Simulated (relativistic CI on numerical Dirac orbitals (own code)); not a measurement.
Sc⁺ in a cubic cluster: L2,3 absorption with charge transfer

Computed with a charge-transfer multiplet model of a cubic metal-ligand cluster with up to one ligand hole, Slater and spin-orbit integrals from Dirac-Coulomb-Breit ions, Slater integrals scaled by 0.8. The parameters are those of a tetrahedral site (10Dq negative, t2 hopping the larger). The ground state mixes d2 with configurations of k ligand holes L, whose averages lie at kΔ + k(k − 1)U_dd/2; a core hole lowers each added d electron by U_cd. 20 K, Lorentzian 0.4 eV and Gaussian 0.3 eV FWHM.

Atomic integrals in eV (Slater integrals scaled, ζ unscaled), ground: F2dd 4.710, F4dd 2.885, zeta_d 0.005; with the core hole: F2dd 5.665, F4dd 3.487, zeta_d 0.011, zeta_core 3.011, F2cd 2.887, G1cd 1.958, G3cd 1.107.

Cluster parameters (eV): Δ = 8.9, U_dd = 4.7, U_cd = 5.9, 10Dq = -0.5, 10Dq(ligand) = 0, final-state hopping factor = 0.9.

| Case | n_d | d2 | d3L | S |
| --- | --- | --- | --- | --- |
| V(eg) = 0.88 eV, V(t2g) = -1.49 eV | 2.12 | 0.88 | 0.12 | 1.00 |
| V(eg) = 1.18 eV, V(t2g) = -2 eV | 2.17 | 0.83 | 0.17 | 1.00 |
| V(eg) = 1.48 eV, V(t2g) = -2.51 eV | 2.21 | 0.79 | 0.21 | 1.00 |

Weights, n_d and S are thermal averages at 20 K. Photon energies count from the first peak over 30 % of the highest in each spectrum, which can be another peak from case to case. The parameters are a model scan and need not match a compound or its usual spin state. Peaks in eV (height, largest 100):
- V(eg) = 0.88 eV, V(t2g) = -1.49 eV: 0.0 (100), 3.7 (53), 4.7 (63)
- V(eg) = 1.18 eV, V(t2g) = -2 eV: 0.0 (100), 3.7 (56), 4.7 (62)
- V(eg) = 1.48 eV, V(t2g) = -2.51 eV: 0.0 (100), 3.6 (62), 4.7 (63)

Curve for V(eg) = 1.48 eV, V(t2g) = -2.51 eV (points under 2 left out, the grid thinned):

```json
{"E (eV)": "-2.6", "Intensity": "2.2"}
{"E (eV)": "-2.4", "Intensity": "2.8"}
{"E (eV)": "-2.2", "Intensity": "3.8"}
{"E (eV)": "-2.0", "Intensity": "5.1"}
{"E (eV)": "-1.7", "Intensity": "8.8"}
{"E (eV)": "-1.5", "Intensity": "13.0"}
{"E (eV)": "-1.3", "Intensity": "19.3"}
{"E (eV)": "-1.1", "Intensity": "28.4"}
{"E (eV)": "-0.9", "Intensity": "33.3"}
{"E (eV)": "-0.7", "Intensity": "39.3"}
{"E (eV)": "-0.4", "Intensity": "70.9"}
{"E (eV)": "-0.2", "Intensity": "93.2"}
{"E (eV)": "0.0", "Intensity": "100.0"}
{"E (eV)": "0.2", "Intensity": "79.9"}
{"E (eV)": "0.4", "Intensity": "51.2"}
{"E (eV)": "0.6", "Intensity": "32.7"}
{"E (eV)": "0.9", "Intensity": "22.2"}
{"E (eV)": "1.1", "Intensity": "20.8"}
{"E (eV)": "1.3", "Intensity": "19.6"}
{"E (eV)": "1.5", "Intensity": "16.2"}
{"E (eV)": "1.7", "Intensity": "12.5"}
{"E (eV)": "1.9", "Intensity": "10.3"}
{"E (eV)": "2.2", "Intensity": "8.2"}
{"E (eV)": "2.4", "Intensity": "8.6"}
{"E (eV)": "2.6", "Intensity": "11.5"}
{"E (eV)": "2.8", "Intensity": "17.6"}
{"E (eV)": "3.0", "Intensity": "25.4"}
{"E (eV)": "3.2", "Intensity": "36.9"}
{"E (eV)": "3.4", "Intensity": "52.3"}
{"E (eV)": "3.7", "Intensity": "60.1"}
{"E (eV)": "3.9", "Intensity": "49.2"}
{"E (eV)": "4.1", "Intensity": "41.7"}
{"E (eV)": "4.3", "Intensity": "42.2"}
{"E (eV)": "4.5", "Intensity": "54.2"}
{"E (eV)": "4.7", "Intensity": "63.4"}
{"E (eV)": "5.0", "Intensity": "38.9"}
{"E (eV)": "5.2", "Intensity": "23.5"}
{"E (eV)": "5.4", "Intensity": "14.7"}
{"E (eV)": "5.6", "Intensity": "10.4"}
{"E (eV)": "5.8", "Intensity": "7.9"}
{"E (eV)": "6.0", "Intensity": "6.0"}
{"E (eV)": "6.3", "Intensity": "4.1"}
{"E (eV)": "6.5", "Intensity": "3.2"}
{"E (eV)": "6.7", "Intensity": "2.6"}
{"E (eV)": "6.9", "Intensity": "2.2"}
```

For the case V(eg) = 0.88 eV, V(t2g) = -1.49 eV, Δ = 8.9 eV is larger than U_dd = 4.7 eV, the Mott-Hubbard side of the Zaanen-Sawatzky-Allen scheme. With the core hole the configuration with one ligand hole lies at Δ + U_dd − U_cd = 7.7 eV above the one without, against Δ in the ground state. The added d electron screens the hole, so the order of the configurations is kept and charge-transfer satellites are weaker than in photoemission.

With at most 1 ligand hole the space is cut while the next configuration still counts, so covalency is underestimated, and a final configuration with one more ligand hole, which can lie low, is missing from the spectra.
